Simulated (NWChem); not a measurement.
C$_{4}$H$_{11}$BO$_{2}$; SMILES COB(OC)CC

```xyz
18

B      0.3903    -0.0003    -0.0984
C     -1.0970     0.0002    -0.6562
C     -2.1405     0.0014     0.4681
H     -1.2602    -0.8788    -1.3023
H     -1.2590     0.8788    -1.3032
H     -2.0386     0.8845     1.1191
H     -2.0414    -0.8826     1.1182
H     -3.1695     0.0032     0.0751
O      1.0860     1.1372     0.1824
C      0.5907     2.4246    -0.0372
H     -0.3988     2.5846     0.4254
H      1.2917     3.1461     0.4084
H      0.5064     2.6579    -1.1133
O      1.0854    -1.1382     0.1823
C      0.5891    -2.4253    -0.0370
H      0.5043    -2.6587    -1.1131
H      1.2896    -3.1472     0.4085
H     -0.4004    -2.5845     0.4259
```
Atoms are numbered in this order, from 1.

Results from NWChem. Pople sets run with spherical d functions. Coordinates come from a PBE0/def2-SVP optimisation. No frequency run checked for a minimum.

Taking B3LYP/6-311++G** as the yardstick, which of these has the fewest basis functions while keeping “highest occupied level (eV)” within 0.2 eV of it: B3LYP/6-31G*; B3LYP/3-21G; B3LYP/6-311G**; B3LYP/6-31+G*; B3LYP/STO-3G?

B3LYP/6-31+G*.
```
level             basis functions  highest occupied level (eV)
----------------  ---------------  ---------------------------
B3LYP/STO-3G                   46                        -4.41
B3LYP/3-21G                    85                        -7.10
B3LYP/6-31G*                  120                        -7.37
B3LYP/6-31+G*                 148                        -7.67
B3LYP/6-311G**                192                        -7.57
B3LYP/6-311++G**              231                        -7.70
```

The yardstick is one finite set, not the basis-set limit.
